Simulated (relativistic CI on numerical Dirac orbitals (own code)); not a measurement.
Au+: what numerical and physical settings do to a radial Dirac CI calculation

Reference input:

```
atom Au  Z=79  charge=1  electrons=78
nucleus A=197  rms_radius_fm=5.4371
hamiltonian dirac-coulomb  breit=on  qed=on  c_scale=1
orbitals kli  potential=per-configuration
slater_scale 1
correlation none
mixing on
grid step=0.0125 r_max=129.7
scf mixing=0.4 start=green max_iterations=150 tolerance=2e-08 node_fill=0.05
configurations
  [Xe] 4f14 5d10
  [Xe] 4f14 5d9 6s
  [Xe] 4f14 5d8 6s2
  [Xe] 4f14 5d9 6p
  [Xe] 4f14 5d8 6s 6p
end
```

Computed lowest total energy -18998.74946 Ha, first excitation 14911.9 cm⁻¹, 62 SCF steps. Runs with settings changed; * marks those that are bad on purpose (the QED terms keep the true α when c is scaled):

| Changed | Outcome | Lowest level | ΔE (Ha) | First excitation (cm⁻¹) | SCF steps | Message |
| --- | --- | --- | --- | --- | --- | --- |
| speed of light × 10, SCF tolerance 0.0001 | converged | 5d10 1S_0 | 1130 | 47116.4 | 44 |  |
| iteration limit 30, start potential previous | converged | 5d10 1S_0 | 2.84e-10 | 14911.9 | 52 |  |
| end of the grid at 389.1 bohr, SCF mixing 0.9 | converged | 5d10 1S_0 | -1.54e-09 | 14911.9 | 87 |  |
| grid step 0.02 | converged | 5d10 1S_0 | 0.000232 | 14911.9 | 62 |  |
| charge 3 * | refused |  |  |  | 0 | configuration [Xe] 4f14 5d10 has 78 electrons, the ion has 76 |
| end of the grid at 19.45 bohr * | not converged |  |  |  | 50 | orbital 6p1/2 not found |

With so few configurations and no correlation, terms lie too far apart (by 10 to 50 % near neutrality), their order can be wrong, and levels of other configurations are missing.
